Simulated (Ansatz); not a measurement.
Gas-phase electronic energies from Ansatz, PBE0-D4/def2-TZVP geometries. CCSD(T)/CBS is the MP2 limit (def2-TZVPP, def2-QZVPP) plus CCSD(T) − MP2 in def2-TZVPP, frozen cores. This one scheme is used for every species. Functionals use def2-TZVPP. B3LYP here is the variant with VWN-RPA as its local correlation; programs differ in this. Each species was taken in one conformer, which may not be the lowest.

Reaction (formal exchange of groups at a C–O bond): `OC(O)=CCl` + SiH₄ → `O/C([SiH3])=C\Cl` + H₂O

| level | ΔE (kJ/mol) | difference from CCSD(T)/CBS |
| --- | --- | --- |
| PBE-D4 | -41.7 | 13.0 |
| PBE0-D4 | -39.3 | 15.4 |
| B3LYP-D4 | -42.0 | 12.7 |
| ωB97M-V | -39.2 | 15.5 |
| PBE | -37.7 | 17.0 |
| r2SCAN | -37.4 | 17.3 |
| PBE0 | -35.6 | 19.1 |
| B3LYP | -35.5 | 19.2 |
| HF/def2-TZVPP | -24.2 | 30.5 |
| MP2/def2-TZVPP | -54.0 | 0.7 |
| SCS-MP2/def2-TZVPP | -48.6 | 6.1 |
| CCSD/def2-TZVPP | -44.5 | 10.2 |
| HF/def2-QZVPP | -25.3 | 29.4 |
| MP2/def2-QZVPP | -58.7 | -4.0 |
| MP2/CBS(def2) | -61.5 | -6.8 |
| CCSD/CBS(def2) | -51.9 | 2.8 |
| CCSD(T)/CBS | -54.7 | 0 |

Largest T1 diagnostic among the species: 0.013.

The D4 term adds −6.5 kJ/mol with B3LYP and −3.7 kJ/mol with PBE0; it sums over pairs of atoms, weighted by their polarisabilities, and B3LYP, whose exchange is more repulsive, gets the larger term. In def2-TZVPP, CCSD(T) changes the Hartree–Fock value by −23.0 kJ/mol (the triples alone add −2.8 kJ/mol) and MP2 by −29.8 kJ/mol.
